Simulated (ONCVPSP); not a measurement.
Cr, ONCV: configuration errors across variants

ONCVPSP 4.0.1 input, shortened (lines: element, Z, core and valence counts, functional; n l f; lmax; l rc ep ncon nbas qcut; lloc lpopt rc5 dvloc0; l nproj debl; icmod fcfact rcfact), Wu-Cohen, scalar-relativistic:

```
  Cr 24.00    3    3  -118130      upf
    1    0    2.00
    2    0    2.00
    2    1    6.00
    3    0    2.00
    3    1    6.00
    3    2    5.00
    2
    0    1.30    0.00    5    9   11.40
    1    1.15    0.00    5    8   13.70
    2    1.70    0.00    4    8   10.40
    4    5    1.10   -1.00
    0    2    3.30
    1    1    1.90
    2    3    3.10
    3    3.00    1.20
```

All-electron excitation energies from the reference (eV): (1) 3s2 3p6 3d5 4s1 -6.842; (2) 3s2 3p6 3d4 16.016; (3) 3s2 3p6 3d3 46.752; (4) 3s2 3p6 3d5 4s0.5 -4.142.

1 further variants failed, have other tests or another functional or relativity, and are left out.

Errors AE − PS in meV (a dash: test not solved or not reliable):

```tsv
change	(1)	(2)	(3)	(4)	bound ghosts	GHOST(+) flags above zero
base	+3.8	+12	+130	+1.4	none	none
core correction Teter function, fcfact 3.75, rcfact 1.25	+3.8	+13	+130	+1.5	none	none
d: nbas 7	+3.8	+13	+130	+1.5	none	none
local potential polynomial inside 1.00 bohr (lpopt 5, dvloc0 6 Ha)	+3.8	+12	+129	+1.5	none	none
local potential polynomial inside 1.10 bohr (lpopt 5, dvloc0 9.5 Ha)	+3.7	+12	+124	+1.4	none	s
s: qcut 8.1; p: qcut 9.7; d: qcut 7.3	+6.7	+27	+263	+2.3	none	none
```

Task: Give the same row for: all radii but the core radius scaled by about 0.91 (s 1.18, p 1.04, d 1.54 bohr); local potential polynomial inside 1.00 bohr (lpopt 5, dvloc0 -1 Ha).

Result: +2.8, +8.2, +89, +1.2; bound ghosts: none; GHOST(+) flags above zero: none.
